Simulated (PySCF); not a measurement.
## Predicted spectroscopic data

PySCF 2.14 calculation with PBE0/pcSseg-1 with gauge-including orbitals and GFN2-xTB structure; single conformer, non-relativistic Hamiltonian, averaged over atoms made equivalent by symmetry, fast rotation or ring inversion, isolated molecule.

Referencing at the same level of theory: ¹H (σref 31.72), ¹³C (σref 186.93) vs TMS. Splittings of carbon signals by F and P are missing where no couplings were computed. Where no couplings were computed, multiplicities follow the n + 1 count of equivalent neighbours, and m marks all less simple cases (inequivalent or close neighbours, rings, F or P nearby). Shifts are as computed. Against solution values, carbons near 30 ppm lie about +3 ppm off and those near 130 ppm about +5 ppm. Of 1211 compounds with measured shifts, 218 miss one by over three times the rms of a fit or turn the order of signals round; such compounds aren't used in these exercises.

**1.** `C/C(C#C)=C1\CCC1=C`, C₉H₁₀. ¹H NMR (600 MHz, computed): δ 6.41 (br s, 1H), 5.35 (br s, 1H), 3.14 (s, 1H), 2.75 (m, 2H), 2.68 (m, 2H), 1.89 (s, 3H). ¹³C{¹H} NMR (computed): δ 155.1 (C), 152.8 (C), 116.5 (CH2), 116.2 (C), 95.0 (CH), 89.0 (C), 28.2 (CH2), 28.1 (CH2), 22.1 (CH3).

**2.** SMILES F[Si@@H]([SiH2]P)c1ccccc1, C₆H₁₀FPSi₂. ¹H NMR (600 MHz, computed): δ 7.78 (m, 2H), 7.74 (m, 2H), 7.72 (m, 1H), 6.26 (m, 1H), 4.42 (m, 1H), 4.07 (m, 1H), 1.01 (m, 2H). ¹³C{¹H} NMR (computed): δ 138.4 (C), 138.2 (CH), 136.3 (CH), 133.6 (CH).
